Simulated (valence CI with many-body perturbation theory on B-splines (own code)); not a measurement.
**Questions on W⁵⁹⁺**

Method: valence CI with perturbative core correlation (CI+MBPT): five valence electrons over a frozen Dirac-Fock core [Ne], a basis of 11 s, 11 p, 10 d, 8 f, 5 g, 2 h functions for each j, with the one-electron correlation potential Σ1 (screened to all orders), the two-electron term Σ2, the three-electron term Σ3, Breit, model QED; selected single and double excitations, second order for the rest, scaled by the run's own slope (own B-spline code, finite nucleus).

The last digits are not significant, and no measured levels were compared; by estimate large intervals hold to a few tenths of a per cent, small ones and those within an open d or f shell to about a per cent. Among the levels kept, up to 3200 cm⁻¹ of a level comes from second order outside the variational space, and about a tenth of that is noise between levels of different J, which matters for small intervals.

Levels are named by their leading jj configuration (3d3/2^4 stands for four electrons in 3d with j = 3/2), which in mixed levels can hold well under half, so a name can repeat and another be missing.

Rates and lifetimes use the calculated energies. Strong lines usually hold to 10 to 20 %, long lifetimes can be off by a factor of two.

(1) What is the ground level?

(2) What is the ionisation energy?

(3) Where does the other parity begin?

(4) Name the longest-lived excited levels whose lifetime is computed, and their main decay.

(5) Among levels below 99.677 Ry, which E1 lines absorb most strongly from the ground level?

(6) How well does LS coupling describe the low levels?

Answers

(1) (3s^2 3p1/2^2 3p3/2) J=3/2, composition 48 % 3s²3p³ ²P° + 27 % 3s²3p³ ²D° + 25 % 3s²3p³ ⁴S°, g = 1.341.

(2) 6104.3 eV; NIST lists 6093 ± 5 eV (semi-empirical).

(3) At (3s^2 3p1/2^2 3d3/2) J=3/2, 16.879 Ry.

(4) (3s^2 3p1/2 3p3/2 3d5/2) J=9/2 at 48.722 Ry lives 149 ns, mostly by E2 to (3s^2 3p1/2^2 3d5/2) J=5/2; (3s^2 3p1/2 3p3/2^2) J=5/2 at 25.955 Ry lives 7.73 ns, mostly by M1 to (3s^2 3p1/2^2 3p3/2) J=3/2; (3s^2 3p1/2 3p3/2^2) J=1/2 at 27.084 Ry lives 4.38 ns, mostly by M1 to (3s^2 3p1/2^2 3p3/2) J=3/2.

(5) to (3s^2 3p1/2 3p3/2 3d3/2) J=3/2 at 1.995 nm, f = 0.356; to (3s^2 3p1/2 3p3/2 3d3/2) J=5/2 at 2.031 nm, f = 0.292; to (3s^2 3p1/2 3p3/2 3d3/2) J=1/2 at 1.998 nm, f = 0.125.

(6) Among the lowest 20 levels the leading LS term, summed over configurations, holds 54 % on average. For single configurations the figures are 52 % in LS and 94 % in jj coupling. Terms mix most in the J = 3/2 level at 42.037 Ry, where the leading one holds 33 %.
